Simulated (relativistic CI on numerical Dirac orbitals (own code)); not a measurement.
**Calculated levels, Eu²⁹⁺**

Computed by Dirac-Coulomb-Breit CI, separate exchange-only KLI orbitals for each configuration, model QED, unscaled Slater integrals (own radial code, finite nucleus).

Configurations in the expansion (outside the closed core [Ar] 3d10): 4s2 4p4, 4s 4p5, 4s2 4p3 4d, 4p6, 4s 4p4 4d, 4s2 4p3 4f, 4s 4p4 4f, 4p5 4d, 4s 4p3 4d2, 4s2 4p2 4d 4f, 4p5 4f, 4p4 4d2, 4p3 4d3, 4p3 4d2 4f. Double excitations out of closed p, d and f shells are left out; levels of such configurations are missing from the list, as are those of other unlisted configurations, and high levels can miss mixing partners.

The lowest level is 4s2 4p4 3P_2, with 72 % of that term; Hund's rules for 4s2 4p4 give 3P with J = 2, in agreement.

```
No.  Configuration  Term  J  E (cm⁻¹)   %  Next component (%)  Landé g      jj configuration (%)
  1        4s2 4p4    3P  2         0  72               27 1D    1.360              4p3/2^2 (99)
  2        4s2 4p4    1S  0     63293  57               42 3P                       4p3/2^2 (98)
  3        4s2 4p4    3P  1    300269  99      1 4s 4p4 4d 3P    1.498        4p1/2 4p3/2^3 (99)
  4        4s2 4p4    1D  2    330981  72               27 3P    1.135        4p1/2 4p3/2^3 (99)
  5        4s2 4p4    3P  0    660129  56               42 1S                       4p3/2^4 (98)
  6         4s 4p5   3P°  2    848200  77   15 4s2 4p3 4d 3P°    1.482           4s 4p3/2^3 (77)
  7         4s 4p5   3P°  1    888315  22              18 1P°    1.215          4p3/2 4d3/2 (54)
  8     4s2 4p3 4d   3F°  2    914770  32              30 3D°    1.034          4p3/2 4d3/2 (86)
  9     4s2 4p3 4d   3P°  0    925252  49              38 5D°                   4p3/2 4d3/2 (95)
 10     4s2 4p3 4d   3F°  3    930271  27              25 5D°    1.184          4p3/2 4d3/2 (85)
 11     4s2 4p3 4d   5D°  1    985583  28       25 4s 4p5 3P°    1.330           4s 4p3/2^3 (38)
 12     4s2 4p3 4d   3F°  4    986406  42              37 5D°    1.298          4p3/2 4d5/2 (96)
 13     4s2 4p3 4d   3D°  2   1029284  34              28 5D°    1.310          4p3/2 4d5/2 (73)
 14     4s2 4p3 4d   3D°  3   1066559  22              21 3G°    1.124          4p3/2 4d5/2 (71)
 15     4s2 4p3 4d   3D°  1   1101819  59              21 3P°    0.868          4p3/2 4d5/2 (77)
 16         4s 4p5   3P°  0   1138856  60   27 4s2 4p3 4d 3P°              4s 4p1/2 4p3/2^4 (60)
 17     4s2 4p3 4d   5D°  1   1167901  24              23 3D°    1.115  4p1/2 4p3/2^2 4d3/2 (68)
 18     4s2 4p3 4d   3F°  2   1184151  45              29 3D°    1.019  4p1/2 4p3/2^2 4d3/2 (94)
 19     4s2 4p3 4d   1S°  0   1199937  48              33 5D°           4p1/2 4p3/2^2 4d3/2 (54)
 20     4s2 4p3 4d   3F°  3   1205308  45              21 3G°    1.115  4p1/2 4p3/2^2 4d3/2 (88)
 21     4s2 4p3 4d   3D°  1   1216314  49       21 4s 4p5 1P°    0.868  4p1/2 4p3/2^2 4d5/2 (41)
 22     4s2 4p3 4d   3G°  4   1237059  56              21 1G°    1.088  4p1/2 4p3/2^2 4d3/2 (91)
 23     4s2 4p3 4d   3D°  3   1245544  60              24 5D°    1.321  4p1/2 4p3/2^2 4d5/2 (95)
 24     4s2 4p3 4d   5D°  4   1255732  43              23 1G°    1.269  4p1/2 4p3/2^2 4d5/2 (93)
 25     4s2 4p3 4d   3F°  2   1276124  56              27 1D°    0.866  4p1/2 4p3/2^2 4d3/2 (88)
 26     4s2 4p3 4d   3F°  4   1288857  62              33 1G°    1.163  4p1/2 4p3/2^2 4d5/2 (93)
 27     4s2 4p3 4d   3G°  5   1302169  99    1 4s 4p3 4d2 3G°    1.197  4p1/2 4p3/2^2 4d5/2 (99)
 28     4s2 4p3 4d   3S°  1   1326010  30              19 3D°    1.331  4p1/2 4p3/2^2 4d3/2 (42)
 29     4s2 4p3 4d   3P°  2   1341443  49              15 1D°    1.325  4p1/2 4p3/2^2 4d3/2 (56)
 30     4s2 4p3 4d   3P°  0   1351803  42              32 1S°           4p1/2 4p3/2^2 4d5/2 (63)
```

Energies count from the lowest computed level; ° marks odd parity. Filled j subshells are mostly left out of the jj labels.

The mean weight of the leading LS term, summed over parents, in these 30 levels is 50 %, and that of the leading jj configuration (from the same eigenvectors) 79 %, so jj coupling describes them better and the LS labels are nominal.

At this charge energies of transitions that change n are usually good to better than 1 %, and those within a shell (Δn = 0) to a few per cent.

LS names give the leading component of a level, which can be under half, so a name can repeat, a term be missing and a line seem to break the LS rules.
